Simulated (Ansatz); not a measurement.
SeSn (SMILES [Se]=[Sn]), singlet, geometry from GFN2-xTB (such geometries of metal compounds can be far from the true shape) (all electrons, no relativity).

Input for Ansatz (a quantum-chemistry and plane-wave program):
Ansatz 0.2 input:
```yaml
crystal:
  periodic: [false, false, false]
  atoms:
    - {symbol: Sn, position_ang: [-0.00000000, -0.00000000, -0.94616634]}
    - {symbol: Se, position_ang: [0.00000000, 0.00000000, 1.39142108]}
basis:
  gaussian:
    orbitals: STO-3G
hamiltonian:
  xc: b3lyp5
accuracy: high
```

Problem. Estimate the number of basis functions that B3LYP5/STO-3G in Ansatz returns for this input.

Solution. 45

Problem. Give the total energy at the level B3LYP5/STO-3G.

Solution. -8339.861191 Ha
